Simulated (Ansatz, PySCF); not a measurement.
Complex: SiH4 (SMILES [SiH4]) (first 5 atoms) with H2 (SMILES [H][H]); geometry from B3LYP-D3(BJ)/def2-TZVP, rigid monomers moved along the line of their centres of mass till Si1···H6 is 3.04 Å.
(charge 0, multiplicity 1):
```tsv
atom	x (Å)	y (Å)	z (Å)
Si	0.0498	0.0563	-0.0127
H	0.1179	0.1442	-1.4887
H	-1.3364	-0.2575	0.4014
H	0.4589	1.3497	0.5799
H	0.9584	-1.0114	0.4624
H	-0.0876	-0.1017	3.0221
H	-0.1278	-0.1414	3.7637
```

Counterpoise-corrected where a basis set is named; no monomer relaxation.

Run with Ansatz (Gaussian basis) for Hartree–Fock, density functionals and correlated methods; PySCF for the dispersion terms. 

Question: Give the interaction energy at the level HF/aug-cc-pV(D+d)Z.

Answer: 0.8 kcal/mol

Ansatz is a first-principles code.
